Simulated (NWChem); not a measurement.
System: BH, singlet; SMILES [BH]

The following NWChem deck was run.

```
start job
memory heap 200 mb stack 900 mb global 1100 mb
geometry units angstroms noautosym nocenter noautoz
  B      0.000000     0.000000     0.237857
  H      0.000000     0.000000    -1.014396
end
basis spherical
  * library def2-svpd
end
dft
  xc b3lyp
  iterations 150
end
tddft
  cis
  nroots 6
  notriplet
end
task tddft energy
```

Low-valent species are run as closed-shell singlets; no triplet was tried in these runs. Structure relaxed at the PBE0/def2-SVP level.

Vertical excitations in the gas phase.

Question: Give the results of this calculation. (B3LYP/def2-SVPD, TDA.) Quantities: lowest excitation, singlet (eV); oscillator strength of that lowest state; lowest state with f > 0.02, singlet (eV); oscillator strength of that bright state; orbital gap (eV).

Answer: 
```
Property                                  Value
----------------------------------------  -----
lowest excitation, singlet (eV)            2.87
oscillator strength of that lowest state  0.039
lowest state with f > 0.02, singlet (eV)   2.87
oscillator strength of that bright state  0.039
orbital gap (eV)                           3.87
```
